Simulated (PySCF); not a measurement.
# UHF on Fe (iron, neutral)

Configuration: [Ar] 3d7 4s1, high-spin 5F determinant (an excited configuration). Computed with PySCF 2.14 in aug-cc-pVTZ with one added diffuse shell each of s, p, d, f, g type (9s8p6d4f3g, 118 functions), with the non-relativistic Hamiltonian (point nucleus).

```
Total energy                                     : -1262.385984 hartree
One-electron energy                              : -1749.5084 hartree
Hartree (Coulomb) energy                         : 541.6719 hartree
Exchange energy                                  : -54.5495 hartree
Kinetic energy                                   : 1262.33748 hartree
⟨S²⟩                                             : 6.0052
⟨L²⟩                                             : 12.040
Sum of ⟨r⟩                                       : 20.81 bohr
Sum of ⟨r²⟩                                      : 35.48 bohr²
Density at the nucleus (Gaussians lack the cusp) : 11800 bohr⁻³
Spin density at the nucleus                      : 2.57 bohr⁻³
Langevin diamagnetic susceptibility              : -28.1 ×10⁻⁶ cm³/mol
```

```tsv
shell	electrons	mean orbital energy (hartree)	spread (hartree)	rms radius, mean of both spins (bohr)
1s α	1	-261.17709	0	0.0684
1s β	1	-261.17400	0	0.0684
2s α	1	-31.75721	0	0.292
2s β	1	-31.67098	0	0.292
2p α	3	-27.23796	0	0.261
2p β	3	-27.15518	0	0.261
3s α	1	-4.08608	0	0.886
3s β	1	-3.83072	0	0.886
3p α	3	-2.69886	0	0.950
3p β	3	-2.39547	0	0.950
3d α	5	-0.44685	0.04896	1.39
3d β	2	-0.32092	0	1.39
4s α	1	-0.22898	0	3.80
```

Spin-orbit constants ζ (cm⁻¹) from the X2C one-electron operator on these orbitals (non-relativistic here): bare nucleus, nucleus screened by l(l+1)(2l+1)/3 electrons, and screened by the Breit-Pauli mean field of the electrons.

```json
{"shell": "2p", "bare": "68000", "screened nucleus": "62770", "mean field": "n/a"}
{"shell": "3p", "bare": "7977", "screened nucleus": "7364", "mean field": "n/a"}
{"shell": "3d", "bare": "691.2", "screened nucleus": "425.4", "mean field": "n/a"}
```

To first order the Landé constant is A = -106.3 cm⁻¹, so the lowest level has J = 5 and lies 0.0791 eV below the centre of the term. This holds in LS coupling only.
